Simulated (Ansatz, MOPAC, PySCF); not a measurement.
Complex: H2S (SMILES S) (first 3 atoms) with H2Se (SMILES [SeH2]); geometry from B3LYP-D3(BJ)/def2-TZVP, rigid monomers moved along the line of their centres of mass till S1···Se4 is 3.32 Å.
(charge 0, multiplicity 1):
```xyz
6

S     -0.2334    -0.2309    -0.0826
H      0.5821     0.8166     0.1179
H     -1.3017     0.4332     0.3868
Se     0.1399     0.1256     3.1929
H      0.3569    -0.1042     4.6316
H      0.3504    -1.2936     2.8843
```

Counterpoise-corrected where a basis set is named; no monomer relaxation. Rows marked so take none.

Cores are frozen in the correlated methods. Filled d and f shells under p-block atoms count as core. Rows in 6-31G* carry no dispersion term and start afresh at each structure (6-31G* with six Cartesian d functions); the Pople sets are all-electron and without relativity. The state that PM3, PM7 reach isn't checked; PM7 holds dispersion and hydrogen-bond terms.

Programs: Ansatz (Gaussian basis) for Hartree–Fock, density functionals and correlated methods; MOPAC for PM3, PM7 (differences of heats of formation); PySCF for 6-31G* rows. Values without a source in brackets are computed.

| level | interaction energy (meV) |
|---|---|
| PM3 | -208.2 |
| PM7 | 395.1 |
| HF/6-31G* | 124.5 |
| HF/def2-SVPD | 126.2 |
| r2SCAN/def2-TZVPPD | -12.4 |
| M06-2X/6-31G* (no counterpoise) | -65.2 |
| wB97M-V/def2-TZVPPD | -22.1 |
| CCSD/def2-SVPD | 50.9 |
| CCSD(T)/def2-TZVPPD | [?] |

Task: Complete the blanks.

Result: 
- CCSD(T)/def2-TZVPPD, interaction energy (meV): 14.2

Ansatz is a first-principles code.
